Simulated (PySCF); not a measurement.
## KBr⁺ from Hartree–Fock to correlated methods

State: ²Π (doublet), unpaired electrons π ↑. Set-up: PySCF, spin-free X2C with a Gaussian nucleus, basis sets K x2c-SVPall, Br x2c-SVPall. De refers to K⁺ + Br in their high-spin ground configurations, without counterpoise correction. The functionals are run spin-unrestricted. A positive dipole points towards Br; it is taken about the centre of mass and depends on that origin.

```
      Level  Re (Å)  ωe (cm⁻¹)  De (eV)   μ (D)  CPU s a point (SCF and correlation, without the integrals)
        UHF   3.548       73.7    0.218  -10.39                                                        0.13
    UHF-MP2   3.468       83.8    0.274     n/a                                                        0.23
UHF-SCS-MP2   3.483       82.5    0.267     n/a                                                         n/a
   UHF-CCSD   3.477       83.3    0.272     n/a                                                         n/a
UHF-CCSD(T)   3.474       83.9    0.276     n/a                                                         6.4
        PBE   3.420       84.6    0.306   -9.67                                                        0.62
       PW91   3.411       85.4    0.322   -9.63                                                         0.4
     r²SCAN   3.437       82.0    0.261   -9.90                                                        0.68
       PBE0   3.418       83.2    0.275   -9.78                                                         1.2
        M06   3.451       77.1    0.264   -9.91                                                         0.7
  BHandHLYP   3.415       84.8    0.273   -9.80                                                        0.42
```

The bond length runs from 3.411 Å (PW91) to 3.548 Å (UHF). De spans 0.22 eV (UHF, mean field) to 0.32 eV (PW91, GGA). Correlation at CCSD(T) changes the Hartree–Fock bond energy by +0.06 eV; the triples alone change it by +0.01 eV.

Correlated steps freeze 14 core orbitals. The bond is weak. Basis-set superposition, not corrected here, can be much of De in a small basis, most of all at correlated wavefunction levels. Spin–orbit coupling is left out. For an ion De counts to the pair picked by the measured ionisation energies or electron affinities, which need not be the lowest pair at this level. The state is the lowest determinant that a PBE0 search found; another state may lie lower at other levels.

The whole job (state search and all levels along the bond) took about 2.3 min on 1 thread of Intel Xeon Platinum 8488C (shared host), peak memory 0.68 GiB.
